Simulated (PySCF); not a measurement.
A GIAO shielding run with PySCF 2.14.0 with density-fitted response routines (density fitting, non-relativistic, gas phase) on `C#Cc1ccc[se]1`, C6H4Se:

```
{"job": {"kind": "nmr", "xc": "PBE0", "basis": "pcSseg-1"}, "charge": 0, "multiplicity": 1}
C      3.113598     0.608144     0.119047
C      1.910883     0.451806     0.046547
C      0.512021     0.287603    -0.036001
C     -0.202125    -0.883244    -0.168397
C     -1.613400    -0.724432    -0.224353
C     -2.048116     0.570243    -0.138462
Se    -0.644575     1.761781     0.029632
H      4.177554     0.741725     0.182437
H      0.297936    -1.851422    -0.224053
H     -2.299558    -1.567293    -0.328039
H     -3.079630     0.921023    -0.160473
```

Hardware: 1 thread of an x86-64 server CPU, shared host. The job also computes population analyses, field gradients.

Q: How large is the calculation?

A: 74 electrons, 163 basis functions and 909 auxiliary functions.

Q: How long does it take?

A: 13 s of wall time, with 13 SCF cycles and 5 response iterations. Times on a shared host scatter by some tens of per cent.

Q: And these other runs on the same molecule and hardware: GIAO shielding at wB97X-D/pcSseg-2; spin–spin coupling at B3LYP/pcJ-1 (pcSseg-1 on Se)?

A: wB97X-D/pcSseg-2: 335 functions, 56 s; B3LYP/pcJ-1 (pcSseg-1 on Se): 243 functions, 28 s.
